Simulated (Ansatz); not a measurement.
`Cl[SiH2]CBr` → `ClCBr` + `[SiH2]` at 400 K and 1 bar (silylene formation by 1,1-elimination).

Calculated with Ansatz (gas phase, PBE0-D4/def2-TZVP geometries, no zero-point term in ΔE). CCSD(T)/CBS adds triple-zeta CCSD(T) − MP2 to the extrapolated MP2 energy (def2 sets, frozen cores). This one scheme is used for every species. For Br outer-core shells are correlated without core-valence functions, which leaves a few kJ/mol of doubt a bond. Scalar relativity is left out up to krypton. One conformer a species, not always the lowest.

```
      species  CCSD(T)/CBS energy (Eh)  H − E (kJ/mol)  S (J/(mol·K))
`Cl[SiH2]CBr`              -3362.68722           150.2          369.3
      `ClCBr`              -3072.34323            93.8          303.9
     `[SiH2]`               -290.19011            44.2          218.1
```

H − E and S are ideal-gas, rigid-rotor, harmonic terms from PBE0-D4/def2-TZVP, for one conformer and one mirror image of each species. 1 Eh = 2625.50 kJ/mol, R = 8.31446 J/(mol·K).

Task: By hand: ΔE, ΔH, ΔS and ΔG.

Result: ΔE = (-3072.34323) + (-290.19011) − (-3362.68722) = 0.15388 Eh = 404.0 kJ/mol. Δ(H − E) = 93.8 + 44.2 − 150.2 = -12.2, so ΔH = 391.8 kJ/mol. ΔS = 303.9 + 218.1 − 369.3 = 152.7 J/(mol·K). ΔG = 391.8 − 400 × (152.7)/1000 = 330.7 kJ/mol.

Task: By hand: the equilibrium constant, and the temperature at which ΔG would vanish if ΔH and ΔS stayed fixed.

Result: log₁₀ K = −ΔG/(RT ln 10) = -43.2. ΔG = 0 at ΔH/ΔS = 2566 K, far beyond where these terms or the molecules hold.

The number of gas molecules changes by +1, which sets the sign of ΔS. A doubt of 5 kJ/mol in ΔE shifts log₁₀ K by 0.7 here. Other conformers and mirror images would add mixing entropy, several J/(mol·K) or more a flexible species. These are equilibria of isolated gas molecules and say nothing of rates. Largest T1 diagnostic: 0.014 (customary marks: 0.02 for closed shells, 0.045 for open ones).
